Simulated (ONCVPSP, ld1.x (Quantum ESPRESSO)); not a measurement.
**Potentials for B compared**

Generated with ld1.x 7.5 (TM, RRKJ, ultrasoft, PAW), atompaw 4.2 or ONCVPSP 4.0.1. The cutoff is in Ry: for ld1.x and atompaw files where the sum of valence levels is converged to 10 mRy in a Bessel basis, for ONCV files where the hardest occupied wave has 1 mHa per electron of residual kinetic energy. The error is the largest all-electron minus pseudo excitation energy over each file’s own four to seven test configurations (ionisations up to +4, promotions, holes and added fractions of an electron), all of which were solved. The labels leave out finer settings (local radius, basis sizes, second energies), which also bear on the numbers. Spin-polarised tests are not counted. The rows are a selection from randomly drawn settings: files with unsolved tests, undetermined cutoffs or missed reference levels are left out.

| potential | cutoff (Ry) | largest error (meV) | bound ghosts |
| --- | --- | --- | --- |
| PAW, PBE, scalar-relativistic, rc 1.60/4.10 (sp), local smoothed, core correction yes, reference 2s1 2p2 | 6 | -5.8 | none |
| TM, PBE, scalar-relativistic, rc 1.00/2.40/3.42 (spd), local smoothed, core correction yes, reference 2s2 2p1 | 55 | +156 | none |
| ONCV, PBEsol, non-relativistic, rc 1.60/3.40 (sp), local smoothed, core correction no, reference 2s2 2p1, qcut 5.2/3.1, projectors 2/1 | 21 | +569 | none |

Problem. Fill in the row for B: PAW, PBE, scalar-relativistic, rc 1.55/2.80/2.45 (spd), local smoothed, core correction yes, reference 2s2 2p0.

Solution. cutoff 6 Ry, largest error +4.8 meV, bound ghosts: none.

Problem. Fill in the row for B: PAW, PW91, scalar-relativistic, rc 1.20/4.35/3.60 (spd), local smoothed, core correction yes, reference 2s1.5 2p1.5.

Solution. cutoff 18 Ry, largest error +52 meV, bound ghosts: none.
